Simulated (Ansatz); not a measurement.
`B[SiH2]C=O`, charge 0, multiplicity 1.

(1) Give a relaxed structure at PBE0-D4/def2-TZVP (Ansatz 0.2.0). (Best estimate.)

Results:

(1) Computed: 
Z-matrix (Å, degrees):
```
Si
C 1 1.933
B 1 2.006 2 108.4
H 1 1.495 2 105.6 3 -113.6
H 1 1.484 2 108.9 3 128.2
O 2 1.202 1 123.6 3 -114.1
H 2 1.118 1 116.8 3 64.9
H 3 1.196 1 119.1 2 -45.0
H 3 1.194 1 123.0 2 135.5
```
This is one stationary point; other conformers may exist.
